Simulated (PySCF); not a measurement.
Species: C5H6ClFO.
Atom-mapped SMILES: `[CH3:1][C@@:2]1([F:3])[CH2:4][C@H:5]1[C:6](=[O:7])[Cl:8]`

Geometry (GFN2-xTB, Å), atoms numbered from 1 in this order:
```
atom  x, y, z in Å
C1    -1.532    0.357   -0.567
C2    -0.583    0.224    0.586
F3    -0.959    1.006    1.644
C4     0.123   -1.029    0.936
C5     0.935    0.150    0.417
C6     1.505    0.058   -0.924
O7     1.129   -0.603   -1.839
Cl8    2.926    1.096   -1.111
H9    -1.608    1.401   -0.868
H10   -1.186   -0.235   -1.408
H11   -2.518    0.010   -0.266
H12    0.012   -1.867    0.265
H13    0.244   -1.286    1.977
H14    1.511    0.717    1.135
```

Probes without a nucleus sit at each ring's centroid and 1 Å off its mean plane on both sides; NICS is minus the shielding there, NICSzz its component along the normal. Level: GIAO PBE0/pcSseg-1 (PySCF, non-relativistic, gas phase) on the GFN2-xTB geometry, one conformer.

Ring bond lengths (Å), with Mayer bond orders in brackets: C2–C4 1.480 (0.95), C4–C5 1.523 (0.88), C5–C2 1.530 (0.86).

Problem. What do the NICS probes read (ppm)?

Solution. 
```tsv
ring	type	NICS(0)	NICS(1), two faces	NICS(1)zz, two faces	rms pucker (Å)	centre to ring atoms, mean (Å)
C2–C4–C5	3-membered carbocycle; formal bonds all single	-39.7	-8.8 / -6.6	-20.1 / -16.3	0.00	0.87
```

Problem. What do they say, and how far can they be read as aromaticity?

Solution. 
- C2–C4–C5: mean NICS(1)zz -18.2 ppm, shielded. C2, C4, C5 have four or more neighbours, so the value isn't read as a sign of a π ring current. The two faces differ by 3.8 ppm, so no symmetry operation interchanges them. NICS(0) lies 32 ppm below the mean NICS(1).

Problem. What field does 7.05 T along the ring normal induce along that normal at the second NICS(1) probe listed for ring C2–C4–C5, 1 Å off the ring?

Solution. NICSzz × B0 = -16.3 ppm × 7.05 T = -115 μT, against the applied field.

Problem. What are the shieldings of the ring atoms and their hydrogens in the same run (means over atoms taken as equivalent)?

Solution. 
```tsv
atoms	environment	σ isotropic (ppm)	principal values of the symmetric part, first atom (ppm)
C2	sp3 C–F carbon	98.5	61.6, 69.3, 164.5
C4	three-membered-ring carbon	159.1	142.0, 156.5, 178.7
C5	sp3 carbon next to a carbonyl	147.8	115.6, 127.5, 200.4
H12	methylene hydrogen	30.40	26.0, 28.0, 37.1
H13	methylene hydrogen	29.92	25.2, 26.5, 38.0
H14	methine hydrogen	28.97	22.4, 29.9, 34.6
```
